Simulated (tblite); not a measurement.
C6H10NS (doublet state).
Z-matrix (Å and degrees, GFN2-xTB geometry), rows numbered from 1:
```
C 
C   1  1.3188
C   2  1.4999  1  124.10
C   3  1.5016  2  109.64  1   118.87
C   4  1.3191  3  124.27  2  -123.76
C   3  1.5427  2  110.68  1  -119.22
N   6  1.4263  3  110.14  2   172.57
S   6  1.8402  3  111.59  2   -62.65
H   1  1.0765  2  121.85  3  -179.39
H   1  1.0779  2  121.81  3     0.46
H   2  1.0821  1  120.82  3   179.58
H   3  1.0948  2  110.05  1    -1.84
H   4  1.0828  3  114.86  2    56.54
H   5  1.0779  4  121.85  3    -0.06
H   5  1.0769  4  121.83  3   179.46
H   6  1.0953  3  109.33  2    52.86
H   7  1.0129  6  112.35  3   179.30
H   7  1.0146  6  111.48  3    55.94
```

Method: GFN2-xTB as coded in tblite; computed harmonic values from a numerical Hessian at the method's own geometry, unscaled. The method is semi-empirical: single wavenumbers can be off by several per cent or more. One conformer, not necessarily the lowest. Open shells enter through the occupations alone, without spin polarisation, and single modes of such species can be off by tens of per cent.

Harmonic wavenumbers (cm⁻¹): 43.3, 55.3, 71.5, 152.5, 207.5, 248.1, 279.6, 292.9, 323.0, 409.6, 448.7, 548.5, 615.2, 642.8, 695.1, 869.7, 883.9, 897.1, 898.9, 962.4, 981.1, 1016.7, 1021.8, 1063.5, 1095.1, 1138.0, 1156.7, 1193.0, 1230.8, 1245.0, 1288.1, 1293.6, 1300.2, 1411.2, 1415.3, 1527.3, 1707.1, 1717.2, 2913.5, 2945.7, 3053.6, 3060.8, 3097.9, 3098.8, 3124.0, 3127.6, 3392.4, 3431.7.

A = 1843, B = 1386, C = 1041 MHz; mass 128.053 u (most abundant isotopes); point group C1, symmetry number 1; spin multiplicity 2.

**Question.** What is the zero-point energy?

**Answer.** Half the sum of the wavenumbers: 31797 cm⁻¹ = 380.37 kJ/mol.

**Question.** What is S at 273.15 K and 1 bar for an ideal gas of classical rigid rotors and harmonic oscillators?

**Answer.** Translation 167.55, rotation 121.00, vibration 112.85, spin (R ln 2) 5.76: S = 407.2 J/(mol K).

**Question.** And Cp and H(273.15 K) − H(0)?

**Answer.** Cp = 145.48 J/(mol K), of which vibrations give 112.23 (their classical limit is 48 R = 399.1); H(273.15 K) − H(0) = 24.91 kJ/mol without the zero-point energy, 15.82 from vibrations.

**Question.** How do the functions run with temperature in this model?

**Answer.** 
| T (K) | S (J/(mol K)) | Cp (J/(mol K)) | H − H(0) (kJ/mol) | G − H(0) (kJ/mol) | ln q(vib) |
| --- | --- | --- | --- | --- | --- |
| 100 | 300.4 | 78.0 | 5.57 | -24.47 | 2.06 |
| 200 | 366.6 | 116.6 | 15.33 | -57.99 | 4.72 |
| 300 | 421.3 | 156.3 | 28.96 | -97.43 | 7.29 |
| 500 | 518.8 | 227.7 | 67.74 | -191.66 | 12.29 |
| 800 | 641.9 | 295.0 | 147.09 | -366.41 | 19.39 |
| 1000 | 711.0 | 324.2 | 209.16 | -501.84 | 23.77 |

q(vib) and H(0) count from the zero-point level.

**Question.** Blend soft modes into free rotors: weight 1/[1 + (100 cm⁻¹/ν̃)⁴] for the oscillator and the rest for a rotor with moment μB/(μ + B), μ = h/(8π²ν), B = 10⁻⁴⁴ kg m². What vibrational entropy results?

**Answer.** 100.59 J/(mol K) in place of 112.85, which changes −T·S at 273.15 K by +3.35 kJ/mol.

**Question.** Which modes carry the vibrational entropy at 273.15 K?

**Answer.** 43.3 cm⁻¹: 20.62; 55.3 cm⁻¹: 18.60; 71.5 cm⁻¹: 16.48; 152.5 cm⁻¹: 10.36; 207.5 cm⁻¹: 7.98; 248.1 cm⁻¹: 6.66 J/(mol K); the other 42 give 32.15 together.

**Question.** What must be added to the electronic energy to get the Gibbs energy at 273.15 K and 1 bar?

**Answer.** ZPE + [H(273.15 K) − H(0)] − T·S = 380.37 + 24.91 − 111.22 = 294.06 kJ/mol.

Hindered rotation and anharmonicity are outside this model. Other conformers, if any are populated, would add a mixing term that is left out. The structure is chiral; the term R ln 2 for an equal mix with its mirror image is left out.

On one thread of an Arm Neoverse V1, on a shared host, this took 0.76 s of wall time. The figure is for the frequency step alone.
